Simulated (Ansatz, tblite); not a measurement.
Removing an electron: (F)3Sn-S-SiH3 (SiSnH₃SF₃). The state is a singlet with charge 0. Geometry: PBE-D4/def2-SVP. Ansatz, gas phase; energy differences of separate SCF runs; the oxidised species was run as a doublet alone.

```xyz
9

Sn   -0.783   -0.708    1.313
F    -0.842   -1.678   -0.378
F    -0.096   -1.935    2.648
F    -2.624   -0.403    1.841
S     0.534    1.245    0.901
Si    0.876    0.885   -1.246
H     1.672   -0.363   -1.467
H    -0.416    0.858   -2.001
H     1.679    2.099   -1.611
```

In the def2 sets Sn takes a core potential; there is no spin–orbit coupling. The xTB rows come from tblite. Correlated methods freeze 17 core orbitals; core or outer-core shells of Sn are correlated, in sets that lack core-valence functions. The rows differ in basis, and correlated rows in double-zeta sets carry the largest basis error.

```tsv
level	−HOMO (eV)	vertical IE (eV)	−LUMO (eV)	HOMO–LUMO gap (eV)
GFN2-xTB	11.75	14.76	10.07	1.68
PBE-D4/def2-TZVP	7.40	10.40	4.31	3.09
B2PLYP/def2-TZVP	–	10.67	–	–
MP2/def2-SVP	–	10.59	–	–
CCSD(T)/def2-SVP	–	10.46	–	–
```

Estimate the rows for GFN1-xTB, HF/def2-SVP, PBE0-D4/def2-TZVP, CCSD/def2-SVP.


```
            level  −HOMO (eV)  vertical IE (eV)  −LUMO (eV)  HOMO–LUMO gap (eV)
         GFN1-xTB       13.11             15.89       10.85                2.26
      HF/def2-SVP           –             10.06           –                   –
PBE0-D4/def2-TZVP        8.69             10.65        3.42                5.27
    CCSD/def2-SVP           –             10.48           –                   –
```

Relaxing the oxidised species (PBE-D4/def2-SVP) changes its energy by -0.34 eV at PBE-D4/def2-TZVP, so the adiabatic ionisation energy to this nearest minimum is 10.06 eV. At PBE0-D4/def2-TZVP it is 10.25 eV.    Raw xTB energy differences between charge states are shifted by several eV; the methods need an empirical correction for them.
